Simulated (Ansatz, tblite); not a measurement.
Spin states of GeF2, each relaxed with PBE0-D4/def2-TZVP in Ansatz. Electronic energies in the gas phase.

The xTB rows come from tblite. LC-ωPBE has ω = 0.4 bohr⁻¹. Correlated methods freeze 11 core orbitals; core or outer-core shells of Ge are correlated, in sets that lack core-valence functions. In CCSD on the charge 0 quintet the largest single amplitude is 0.23, so its Hartree–Fock determinant may place the open shell otherwise than the density functionals do. The structure comes from a short search, and lower isomers may exist.

Singlet geometry (C2v within 0.1 Å):

Cartesian coordinates in Å:
```
Ge -0.5298 -0.5400 -0.1408
F -0.6840 1.1420 0.2964
F 1.2138 -0.6020 -0.1556
```

Triplet geometry (C2v within 0.1 Å):

```xyz
3

Ge    0.1209   -0.6059    0.1367
F    -1.4850    0.0581    0.1067
F     1.3640    0.5478   -0.2434
```

Quintet geometry (C2v within 0.1 Å):

```
atom   x (Å)   y (Å)   z (Å)
 Ge1  -0.446   1.059  -0.036
  F2   0.538  -0.428  -0.880
  F3  -0.092  -0.631   0.917
```

⟨S²⟩: triplet 2.00 at PBE0-D4/def2-TZVP (pure 2.00), quintet 6.01 at PBE0-D4/def2-TZVP (pure 6.00).

Only these spin states were relaxed.

```json
{"level": "GFN2-xTB", "triplet − singlet (kcal/mol)": "126.8", "quintet − singlet (kcal/mol)": "308.5", "lowest of these": "singlet"}
{"level": "HF/STO-3G", "triplet − singlet (kcal/mol)": "51.7", "quintet − singlet (kcal/mol)": "168.4", "lowest of these": "singlet"}
{"level": "HF/def2-TZVPP", "triplet − singlet (kcal/mol)": "62.2", "quintet − singlet (kcal/mol)": "206.8", "lowest of these": "singlet"}
{"level": "PBE-D4/def2-TZVP", "triplet − singlet (kcal/mol)": "81.5", "quintet − singlet (kcal/mol)": "229.6", "lowest of these": "singlet"}
{"level": "r2SCAN-D4/def2-TZVP", "triplet − singlet (kcal/mol)": "77.2", "quintet − singlet (kcal/mol)": "225.3", "lowest of these": "singlet"}
{"level": "B97M-V/def2-TZVP", "triplet − singlet (kcal/mol)": "83.0", "quintet − singlet (kcal/mol)": "238.4", "lowest of these": "singlet"}
{"level": "r2SCANh-D4/def2-TZVP", "triplet − singlet (kcal/mol)": "76.7", "quintet − singlet (kcal/mol)": "226.6", "lowest of these": "singlet"}
{"level": "LC-ωPBE/def2-TZVP", "triplet − singlet (kcal/mol)": "77.7", "quintet − singlet (kcal/mol)": "236.0", "lowest of these": "singlet"}
{"level": "PBE-QIDH/def2-TZVP", "triplet − singlet (kcal/mol)": "77.9", "quintet − singlet (kcal/mol)": "239.6", "lowest of these": "singlet"}
{"level": "RPA@PBE/def2-TZVP", "triplet − singlet (kcal/mol)": "79.9", "quintet − singlet (kcal/mol)": "226.1", "lowest of these": "singlet"}
{"level": "MP2/def2-TZVPP", "triplet − singlet (kcal/mol)": "79.2", "quintet − singlet (kcal/mol)": "254.5", "lowest of these": "singlet"}
{"level": "CCSD(T)/def2-TZVPP", "triplet − singlet (kcal/mol)": "80.6", "quintet − singlet (kcal/mol)": "240.1", "lowest of these": "singlet"}
```

Change of the quintet − singlet gap on mixing in exact exchange, in kcal/mol: r2SCAN to r2SCANh (10 % exact exchange) 1.4.

The xTB methods have no term that favours high spin, so they put low spin too low.
